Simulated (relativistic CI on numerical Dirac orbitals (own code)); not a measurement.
## Sensitivity of the levels of Dy XXXIX to α and to the nuclear radius

Method of calculation: Dirac-Coulomb-Breit CI, KLI orbitals optimised for each configuration, derivatives by finite differences, unscaled Slater integrals, QED left out (own radial code, finite nucleus).

Configuration list (outside the closed core [Ne] 3s2): 3p⁶3d¹⁰, 3p⁶3d⁹4s, 3p⁶3d⁹4p, 3p⁶3d⁹4d, 3p⁵3d¹⁰4s, 3p⁶3d⁹4f, 3p⁵3d¹⁰4p, 3p⁶3d⁸4s². Levels of other configurations are missing.

With x = (α/α₀)² − 1 an excitation energy changes as ω = ω₀ + qx; K = 2q/ω₀ is the relative enhancement. Terms are leading LS components, so labels can repeat. The field-shift factor is F = δν/δ⟨r²⟩ for the transition from the lowest level.

Lowest level 3p⁶3d¹⁰ ¹S0.

```csv
Level,ω₀ (cm⁻¹),q (cm⁻¹),F (GHz/fm²)
3p⁶3d⁹4s ³D3,9091016,-886400,1030
3p⁶3d⁹4s ¹D2,9103768,-884700,1030
3p⁶3d⁹4s ³D1,9395090,-580700,1040
3p⁶3d⁹4s ³D2,9403707,-580700,1030
3p⁶3d⁹4p ³P°2,9727926,-801900,114
3p⁶3d⁹4p ³F°3,9737843,-804400,112
3p⁶3d⁹4p ³F°2,10033854,-498700,117
3p⁶3d⁹4p ³D°1,10055032,-492700,117
3p⁶3d⁹4p ³F°4,10180639,-275700,70.4
3p⁶3d⁹4p ¹D°2,10193733,-278200,72.3
3p⁶3d⁹4p ¹P°1,10200832,-275900,73.4
3p⁶3d⁹4p ³D°3,10214684,-274400,70.5
3p⁶3d⁹4p ³P°0,10459956,32290,77.1
```

At this charge energies of transitions that change n are usually good to better than 1 %, and those within a shell (Δn = 0) to a few per cent.

Q: Which transition from the lowest level has the largest |K|?

A: 3p⁶3d⁹4s ³D3 at 9091016 cm⁻¹, K = -0.195.
